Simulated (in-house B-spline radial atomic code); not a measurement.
# Ionising Ba8+ with different functionals

Computed with a radial B-spline atomic code at the basis-set limit: scalar-relativistic (spin-free X2C) Hamiltonian, Fermi nucleus of rms radius 4.8378 fm, spin-polarised at highest spin, spherical fractional occupations for the functionals, and exact exchange of hybrids averaged over the configuration. The ionisation energy is the difference of two self-consistent energies, [Kr] 4d10 5s2 → [Kr] 4d10 5s1, without Breit or QED terms; ε is the level of the shell that loses the electron (its least bound occupied spin orbital). There is no spin-orbit coupling in this Hamiltonian.

```tsv
method	rung	ΔSCF (eV)	-ε(5s) (eV)
PBE0	global hybrid	131.07	125.78
B3LYP	global hybrid	131.63	125.87
TPSSh	global hybrid	130.84	124.64
BHandHLYP	global hybrid	?	?
r2SCAN0	global hybrid	130.37	125.76
B97-1	global hybrid	?	?
HSE06	range-separated hybrid	131.12	125.46
wB97X	range-separated hybrid	130.77	128.61
CAM-B3LYP	range-separated hybrid	131.60	127.72
LC-wPBE	range-separated hybrid	131.27	129.07
```

(1) What does B97-1 give?

(2) What does BHandHLYP give?

(3) Among the functionals, which spreads more, the ΔSCF values or the orbital energies?

(4) How do they compare with the NIST value?

Answers

(1) ΔSCF 131.40 eV, and -ε(5s) = 125.52 eV.

(2) ΔSCF 130.84 eV, and -ε(5s) = 127.25 eV.

(3) The orbital energies: ΔSCF values span about 1.25 eV and the orbital energies 4.44 eV.

(4) NIST lists 130.5 eV ± 0.6 (semi-empirical, ground level to ground level). Errors run from -0.13 to +1.13 eV; all lie within about twice that uncertainty, so the table can't rank the methods.
